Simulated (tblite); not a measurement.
C6H10NOS (charge +1).
SMILES with atom numbers: `[CH3:1][C@H:2]([SH:3])[CH2:4][n+:5]1[cH:6][cH:7][o:8][cH:9]1` (hydrogens: H10, H11, H12 on C1; H13 on C2; H14 on S3; H15, H16 on C4; H17 on C6; H18 on C7; H19 on C9)

The geometry is computed with GFN2-xTB (gas phase).

Question: List the bond lengths, angles and torsions at this level.

Answer: 
| bond | length (pm) | order |
| --- | --- | --- |
| C1–C2 | 151.7 | single |
| C2–S3 | 184.0 | single |
| C2–C4 | 154.5 | single |
| C4–N5 | 143.9 | single |
| N5–C6 | 137.1 | aromatic |
| C6–C7 | 135.9 | aromatic |
| C7–O8 | 134.0 | aromatic |
| O8–C9 | 129.9 | aromatic |
| N5–C9 | 132.3 | aromatic |
| C1–H10, C1–H11, C1–H12 | 108.7 | single |
| C2–H13 | 109.3 | single |
| S3–H14 | 133.0 | single |
| C4–H15 | 109.2 | single |
| C4–H16 | 109.2 | single |
| C6–H17 | 107.1 | single |
| C7–H18 | 107.3 | single |
| C9–H19 | 107.6 | single |

Bonds in one row agree within 1 pm and their mean is given. Orders are formal, as drawn. A selection of angles:
| angle | degrees |
| --- | --- |
| C1–C2–S3 | 111.8 |
| C1–C2–C4 | 111.0 |
| S3–C2–C4 | 110.2 |
| C2–C4–N5 | 110.8 |
| C4–N5–C6 | 125.3 |
| C4–N5–C9 | 127.4 |
| C6–N5–C9 | 107.0 |
| N5–C6–C7 | 106.0 |
| C6–C7–O8 | 108.3 |
| C7–O8–C9 | 107.8 |
| N5–C9–O8 | 110.9 |
| H14–S3–C2 | 96.4 |

Dihedral angles: C1–C2–C4–N5 180° (antiperiplanar); C2–C4–N5–C6 -84° (synclinal); H14–S3–C2–C1 -37° (synclinal).

Of the pairs four or more bonds apart, S3···C6 is among the closest relative to their van der Waals radii: 3.10 Å, 89 % of the sum of Bondi's values. C7 (aromatic CH next to a ring oxygen) is planar (angles 132.6°, 119.0° and 108.3°, sum 360.0°, 0.00 Å off the plane of its three neighbours). The C–C distances run from 1.359 Å (C6–C7, aromatic) to 1.545 Å (C2–C4, drawn single), a spread of 0.186 Å. C9 (aromatic CH next to a ring nitrogen) is planar (angles 127.5°, 121.6° and 110.9°, sum 360.0°, 0.00 Å off the plane of its three neighbours). N5 (three-coordinate ring nitrogen) is planar (angles 127.4°, 125.3° and 107.0°, sum 359.7°, 0.05 Å off the plane of its three neighbours). The 5-membered ring N5–C6–C7–O8–C9 has internal angles of 106.0° to 110.9°; it is planar, 0.00 Å rms from its mean plane, widest ring torsion 1°. The 3 C–N bonds span 1.323 Å (N5–C9, aromatic) to 1.439 Å (C4–N5, drawn single), a spread of 0.116 Å.

Point group: C1 (no symmetry element, even within 0.4 Å). Its GFN2-xTB frequencies are all real (lowest 45 cm⁻¹). Torsions: C1–C2–S3–H -37°, C1–C2–C4–N5 180°, C2–C4–N5–C6 -84°. 3 starts were optimised and ended at 0.00, 0.59 and 0.60 kcal/mol (GFN2-xTB); the lowest of these is shown.

One conformer stands for the species.
